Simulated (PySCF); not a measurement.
Positional isomers: naphthalene chloro+silyl. Isolated molecules, 0 K electronic values unless said otherwise. Strings in code marks are SMILES.

These are B3LYP-D3(BJ)/def2-TZVP // PBE0-D4/def2-SVP in PySCF values and carry that method's errors. All candidates: neutral, multiplicity 1. B3LYP has the VWN-RPA correlation part, as in Gaussian. Excitations are Tamm–Dancoff values on a coarser integration grid. The basis has no diffuse functions, so Rydberg states are missing or too high.

```
Property                                        Value
-------------------------------------------  --------
HOMO–LUMO gap                                 4.54 eV
brightest of the four lowest singlets (TDA)   5.79 eV
LUMO                                         -1.78 eV
```

**Question.** Say which member has these values.
(A) `[SiH3]c1cc(Cl)c2ccccc2c1`
(B) `[SiH3]c1ccc(Cl)c2ccccc12`
(C) `[SiH3]c1ccc2cccc(Cl)c2c1`
(D) `[SiH3]c1ccc2ccccc2c1Cl`

**Answer.** C, `[SiH3]c1ccc2cccc(Cl)c2c1`. The others give `[SiH3]c1ccc2ccccc2c1Cl`: 4.48 eV, 4.23 eV, -1.83 eV; `[SiH3]c1cc(Cl)c2ccccc2c1`: 4.55 eV, 4.34 eV, -1.78 eV; `[SiH3]c1ccc(Cl)c2ccccc12`: 4.48 eV, 4.28 eV, -1.87 eV
